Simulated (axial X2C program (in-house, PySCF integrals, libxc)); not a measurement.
# Spin–orbit effects down a group: molecules with Sn, HF

Calculated with an axial X2C code built on PySCF integrals, spin-free (one-electron X2C) or two-component (2c: spin–orbit coupling with atomic mean-field Coulomb and Gaunt terms, which also bring small scalar terms), in Dyall basis sets with cores contracted in-house; open shells are unrestricted.

Basis sets: Al dyall-v3z, Ga dyall-cv3z, In dyall-cv3z, Sn dyall-cv3z.

```csv
molecule,spin-free state,Re (Å),ωe (cm⁻¹),De (eV),2c state,Re 2c (Å),ωe 2c (cm⁻¹),De 2c (eV)
AlSn,"M_S = 3/2, Λ = 0",2.736,237.2,1.36,Ω = 3/2,2.738,237.1,n/a
GaSn,"M_S = 3/2, Λ = 0",2.748,162.8,1.29,Ω = 3/2,2.752,162.0,n/a
InSn,"M_S = 3/2, Λ = 0",2.930,133.1,1.25,Ω = 3/2,2.934,132.1,n/a
```

Task: Work out the shifts from the spin-free to the two-component result.

Result: 

```
molecule  2c state  ΔRe (Å)  Δωe (cm⁻¹)  ΔDe (eV)
    AlSn   Ω = 3/2    0.002        -0.1       n/a
    GaSn   Ω = 3/2    0.004        -0.8       n/a
    InSn   Ω = 3/2    0.004        -1.0       n/a
```

Shifts of one unit in the last digit are rounding.

Each entry is the lowest single determinant of a limited PBE0 search at one distance. De goes to single-determinant-based atoms at the same level (for ions the charge split of lowest energy) and is withheld (n/a) where an atom does not fit its ground term or J level. Main or longest-lived isotopes. One determinant is a doubtful description, or other states lie close, for AlSn, GaSn, InSn; these need not be ground states, and all values refer to the states named. With several unpaired electrons the Ω given is that of one determinant, not necessarily of the lowest component.
